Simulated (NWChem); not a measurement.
System meant: Si2H4ClF; SMILES F[Si@@H]([SiH3])Cl

The following NWChem deck was run.

```
start job
memory heap 200 mb stack 900 mb global 1100 mb
geometry units angstroms noautoz
  F      1.840752     0.303670     0.398739
  Si     0.451561     0.136183    -0.425688
  Si    -0.519467    -1.921600     0.115401
  Cl    -0.830928     1.635438     0.178497
  H      0.762202     0.349853    -1.864070
  H      0.389271    -3.042813    -0.270348
  H     -0.776253    -1.959412     1.585082
  H     -1.809474    -2.048020    -0.626833
end
basis spherical
  * library def2-svp
end
dft
  odft
  mult 2
  xc xpbe96 cpbe96
  iterations 150
  mulliken
end
task dft energy
```

End of the output:

```
 Summary of "ao basis" -> "" (spherical)
 ------------------------------------------------------------------------------
       Tag                 Description            Shells   Functions and Types
 ---------------- ------------------------------  ------  ---------------------
 *                          def2-svp                  on all atoms

  pbe96 is a nonlocal functional; adding pw91lda local functional.

                                 NWChem DFT Module
                                 -----------------

 Summary of "ao basis" -> "ao basis" (spherical)
 ------------------------------------------------------------------------------
       Tag                 Description            Shells   Functions and Types
 ---------------- ------------------------------  ------  ---------------------
 F                          def2-svp                 6       14   3s2p1d
 Si                         def2-svp                 8       18   4s3p1d
 Cl                         def2-svp                 8       18   4s3p1d
 H                          def2-svp                 3        5   2s1p

 Summary of "ao basis" -> "ao basis" (spherical)
 ------------------------------------------------------------------------------
       Tag                 Description            Shells   Functions and Types
 ---------------- ------------------------------  ------  ---------------------
 F                          def2-svp                 6       14   3s2p1d
 Si                         def2-svp                 8       18   4s3p1d
 Cl                         def2-svp                 8       18   4s3p1d
 H                          def2-svp                 3        5   2s1p

  number of electrons :                   58
  multiplicity        :                    2
 ------------------------------------------------------------------------
  no. of electrons and multiplicity not compatible                  58
 ------------------------------------------------------------------------
 ------------------------------------------------------------------------
  current input line :
    23: task dft energy
 ------------------------------------------------------------------------
 ------------------------------------------------------------------------
 There is an error in the input file
 ------------------------------------------------------------------------
 For more information see the NWChem manual at https://nwchemgit.github.io

0: no. of electrons and multiplicity not compatible:Received an Error in Communication
```

Question: Find the fault in this run and fix the input.

Answer: The input was rejected before any calculation. Cause: the multiplicity doesn't fit the number of electrons (an even count wants an odd multiplicity, and the reverse). This input runs:
```
start job
memory heap 200 mb stack 900 mb global 1100 mb
geometry units angstroms noautoz
  F      1.840752     0.303670     0.398739
  Si     0.451561     0.136183    -0.425688
  Si    -0.519467    -1.921600     0.115401
  Cl    -0.830928     1.635438     0.178497
  H      0.762202     0.349853    -1.864070
  H      0.389271    -3.042813    -0.270348
  H     -0.776253    -1.959412     1.585082
  H     -1.809474    -2.048020    -0.626833
end
basis spherical
  F library def2-svp
  Si library def2-svp
  Cl library def2-svp
  H library def2-svp
end
dft
  xc xpbe96 cpbe96
  iterations 150
  mulliken
end
task dft energy
```
It converges to -1140.52770 Ha (PBE/def2-SVP).
